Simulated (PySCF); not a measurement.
Two-component Hartree-Fock for W⁵⁵⁺ (tungsten, charge +55)

Start: [Ar] 3d1; 3d3/2 filled at m_j = +3/2. Calculated with PySCF 2.14 in an uncontracted even-tempered set (15 s from 16 bohr⁻², ratio 2.8; 12 p from 21 bohr⁻², ratio 2.8; 8 d from 21 bohr⁻², ratio 2.8; 3 f from 63 bohr⁻², ratio 3): generalised Hartree-Fock with the X2C-1e Hamiltonian and a Gaussian nucleus; one run each with spin-orbit coupling (SO) switched off, then screened by Boettger's factors.

```csv
spinor shell,electrons,"ε, spin-free (eV)","ε, screened SO (eV)",weight of nominal j (screened SO),"rms radius, screened SO (bohr)"
1s1/2,2,-73815.8,-73793.8,1.000,0.0208
2s1/2,2,-16005.2,-15997.7,1.000,0.0830
2p1/2,2,-14493.4,-15477.2,1.000,0.0705
3s1/2,2,-6162.0,-6159.6,1.000,0.204
3p1/2,2,-5699.7,-5952.9,1.000,0.194
3p3/2,4,-5699.7,-5594.5,1.000,0.207
3d3/2,1,-5300.9,-5347.2,1.000,0.176
```

Problem. Where does 2p3/2 lie, and what is the 2p spin-orbit splitting (screened SO)?

Solution. At -14092.2 eV, 1385.1 eV above 2p1/2.

| quantity | spin-free | screened SO |
| --- | --- | --- |
| E (hartree) | -13120.36900 | -13140.55654 |
| M_J | 3/2 | 3/2 |
| ⟨J²⟩ | 3.955 | 3.750 |
| ⟨L²⟩ | 6.000 | 6.057 |
| ⟨S²⟩ | 0.750 | 0.807 |

Each row is a mean over spinors that exchange with the open shell spreads, by up to 25.552 eV (3p1/2).

Breit and QED terms are absent; they matter most for the inner s and p1/2 levels.

Densities and radii are taken from the X2C orbitals without a picture-change correction, which distorts them close to the nucleus.

Without spin-orbit coupling the j labels of p, d and f shells carry no meaning; the spin-free column gives the mean over the occupied spinors of each nl shell, and its ⟨J²⟩ belongs to a mixture of degenerate components.
